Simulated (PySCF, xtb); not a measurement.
B(Cl)(GeH3)(OH) (BClGeH₄O), SMILES O[B](Cl)[GeH3]. One conformer was computed; it need not be the lowest.

Harmonic wavenumbers (cm⁻¹) from GFN2-xTB (xtb) at its own minimum, in rising order: 41, 124, 257, 263, 418, 470, 511, 674, 725, 821, 886, 902, 993, 1282, 2034, 2095, 2112, 3523.

What does PySCF with PBE0-D3(BJ)/def2-SVP give at its own minimum? (Estimate from the structure and the level; the computed values follow.)

53, 147, 273, 315, 455, 518, 575, 654, 802, 834, 890, 890, 1110, 1398, 2150, 2150, 2160, 3837. Paired by order, the mean absolute difference is 64 cm⁻¹ and the zero-point energies are 25.9 and 27.5 kcal/mol.
